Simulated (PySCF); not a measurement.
CH7FO2Si2.

```xyz
13

O      1.6023     1.3316     1.0458
Si     0.6528     0.4761    -0.0071
O      1.2883    -1.0371    -0.1405
F      0.7336     1.2506    -1.4397
C     -1.1280     0.3019     0.4647
Si    -1.9020    -1.3811     0.0643
H      1.6022     2.2928     0.9706
H      2.2453    -1.1204    -0.2249
H     -1.2294     0.4768     1.5492
H     -1.7087     1.0888    -0.0456
H     -1.3144    -2.4451     0.9228
H     -3.3720    -1.3215     0.3242
H     -1.6936    -1.7238    -1.3707
```
Charge 0, spin multiplicity 1.

The structure is a stationary point at B3LYP-D3(BJ)/def2-SVP. This is a generated structure with no PubChem entry under its InChIKey; it may be hypothetical. One conformer was computed; it need not be the lowest.

These are PBE0/pcSseg-1 run with PySCF values and carry that method's errors. Non-relativistic, no solvent.

**Question.** Give the absolute GIAO shielding of each atom: isotropic value and principal components (ppm). (The exact figures need the calculation; the answer reports its results.)

**Answer.** 
```json
[
 {"atom": "O1", "σ(iso)": "272.1", "σ11": "242.0", "σ22": "261.0", "σ33": "313.3", "span": "71.3"},
 {"atom": "Si2", "σ(iso)": "384.1", "σ11": "348.4", "σ22": "379.7", "σ33": "424.3", "span": "75.9"},
 {"atom": "O3", "σ(iso)": "275.0", "σ11": "241.8", "σ22": "263.6", "σ33": "319.5", "span": "77.7"},
 {"atom": "F4", "σ(iso)": "303.3", "σ11": "255.7", "σ22": "274.0", "σ33": "380.2", "span": "124.5"},
 {"atom": "C5", "σ(iso)": "195.9", "σ11": "186.1", "σ22": "195.3", "σ33": "206.4", "span": "20.3"},
 {"atom": "Si6", "σ(iso)": "420.9", "σ11": "396.2", "σ22": "406.6", "σ33": "460.1", "span": "63.9"},
 {"atom": "H7", "σ(iso)": "29.3", "σ11": "21.8", "σ22": "23.6", "σ33": "42.6", "span": "20.7"},
 {"atom": "H8", "σ(iso)": "29.1", "σ11": "21.1", "σ22": "22.9", "σ33": "43.2", "span": "22.1"},
 {"atom": "H9", "σ(iso)": "31.3", "σ11": "26.0", "σ22": "29.2", "σ33": "38.7", "span": "12.7"},
 {"atom": "H10", "σ(iso)": "31.4", "σ11": "26.2", "σ22": "29.1", "σ33": "38.9", "span": "12.7"},
 {"atom": "H11", "σ(iso)": "27.3", "σ11": "23.7", "σ22": "25.9", "σ33": "32.2", "span": "8.5"},
 {"atom": "H12", "σ(iso)": "27.3", "σ11": "23.7", "σ22": "25.2", "σ33": "33.2", "span": "9.5"},
 {"atom": "H13", "σ(iso)": "27.3", "σ11": "23.7", "σ22": "26.0", "σ33": "32.1", "span": "8.4"}
]
```
